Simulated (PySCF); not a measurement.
This PySCF input asks for the NMR shieldings of `[SiH3][C@@H]1CCCC[P@@H]1=S`, C₅H₁₃PSSi; the geometry comes from GFN2-xTB.

```python
import basis_set_exchange as bse
import numpy as np
from pyscf import gto, dft
from pyscf.prop import nmr

atoms = """
Si    2.157257   -0.806125    0.578806
C     1.062111    0.060556   -0.735669
C     0.456596    1.399241   -0.319972
C    -0.522503    1.274953    0.843616
C    -1.787514    0.513698    0.456027
C    -1.499946   -0.940343    0.100647
P    -0.265514   -1.084424   -1.245364
S     0.217826   -2.878725   -1.763238
H     1.344369   -1.509789    1.572885
H     3.048479   -1.736843   -0.100130
H     2.902834    0.270578    1.234836
H     1.682788    0.207093   -1.629358
H     1.266102    2.077967   -0.038280
H    -0.065505    1.845918   -1.173460
H    -0.029850    0.773076    1.680023
H    -0.805527    2.276680    1.175651
H    -2.502220    0.545176    1.282404
H    -2.252149    1.008833   -0.401319
H    -1.105141   -1.493788    0.959542
H    -2.408478   -1.456397   -0.228720
H    -0.902934   -0.330395   -2.249396
"""
names = dict.fromkeys(["Si", "C", "P", "S", "H"], "pcSseg-1")
basis = {el: gto.basis.parse(bse.get_basis(n, elements=[el], fmt="nwchem")) for el, n in names.items()}
mol = gto.M(atom=atoms, basis=basis, charge=0, verbose=0)
mf = dft.RKS(mol, xc="PBE0")
mf.grids.level = 2
mf.grids.alignment = dft.numint.BLKSIZE   # the property module wants whole blocks of grid points
mf.conv_tol = 1e-9
mf.kernel()

calc = nmr.RKS(mf)   # GIAO
C = mf.mo_coeff
Co = C[:, mf.mo_occ > 0]
resp = mf.gen_response(singlet=True, hermi=2)
def vind(x):   # induced exchange potential for any number of trial vectors
    d = np.einsum("pi,xij,qj->xpq", C, 2 * x.reshape(-1, C.shape[1], Co.shape[1]), Co, optimize=True)
    return np.einsum("xpq,pi,qj->xij", resp(d - d.transpose(0, 2, 1)), C, Co, optimize=True).ravel()
mo1, _ = nmr.rhf.solve_mo1(calc, with_cphf=vind)
sigma = calc.kernel(mo1)
for i, s in enumerate(sigma):   # ppm
    w = np.linalg.eigvalsh((s + s.T) / 2)
    print("%2d %-2s iso %8.1f  s11 %8.1f  s22 %8.1f  s33 %8.1f" % (i, mol.atom_pure_symbol(i), w.mean(), *w))
```

Question: Give the expected output.

Answer: 
```
 0 Si iso    421.2  s11    392.4  s22    415.2  s33    456.0
 1 C  iso    158.2  s11    147.8  s22    150.0  s33    176.9
 2 C  iso    154.9  s11    150.0  s22    154.7  s33    159.9
 3 C  iso    160.3  s11    155.9  s22    160.8  s33    164.1
 4 C  iso    158.1  s11    150.9  s22    154.9  s33    168.6
 5 C  iso    151.9  s11    137.3  s22    143.7  s33    174.5
 6 P  iso    317.5  s11    248.9  s22    259.4  s33    444.2
 7 S  iso    749.1  s11    651.0  s22    779.3  s33    817.1
 8 H  iso     27.6  s11     24.1  s22     27.3  s33     31.5
 9 H  iso     27.4  s11     22.9  s22     26.3  s33     33.0
10 H  iso     28.0  s11     24.6  s22     25.9  s33     33.6
11 H  iso     29.9  s11     25.7  s22     28.1  s33     35.8
12 H  iso     29.5  s11     24.2  s22     27.7  s33     36.6
13 H  iso     30.0  s11     26.1  s22     28.0  s33     35.8
14 H  iso     30.5  s11     26.9  s22     29.9  s33     34.8
15 H  iso     30.2  s11     24.8  s22     28.0  s33     37.7
16 H  iso     29.7  s11     24.0  s22     27.6  s33     37.5
17 H  iso     30.3  s11     26.7  s22     28.3  s33     36.0
18 H  iso     29.7  s11     27.7  s22     28.4  s33     32.9
19 H  iso     29.7  s11     24.7  s22     28.7  s33     35.6
20 H  iso     24.7  s11     20.1  s22     23.6  s33     30.4
```

These numbers come from an equivalent density-fitted implementation of the same equations, which agrees with the script to about 0.01 ppm for H and up to a few tenths of a ppm for heavy atoms, so last digits may differ.

Question: Turn these shieldings into chemical shifts. Chemical shifts δ = σref − σ; ²⁹Si (349.16 ppm), ¹³C (186.93 ppm), ¹H (31.72 ppm) vs TMS; ³¹P (318.38 ppm) vs H3PO4; CS2 for ³³S (503.73 ppm), all at this level.

Answer: Averaging equivalent atoms: Si 0: -72.0; C 5: 35.1; C 2: 32.1; C 4: 28.8; C 1: 28.7; C 3: 26.7; P 6: 0.9; S 7: -245; H 20: 7.06; H 8/9/10: 4.03; H 12: 2.20; H 19: 2.05; H 18: 2.04; H 16: 2.03; H 11: 1.83; H 13: 1.74; H 15: 1.54; H 17: 1.40; H 14: 1.20 ppm. Experimental scales use liquid or dissolved standards, which lie at an offset from isolated H3PO4.

Size and cost of the density-fitted run: 222 basis functions, about 2.2 core-minutes.
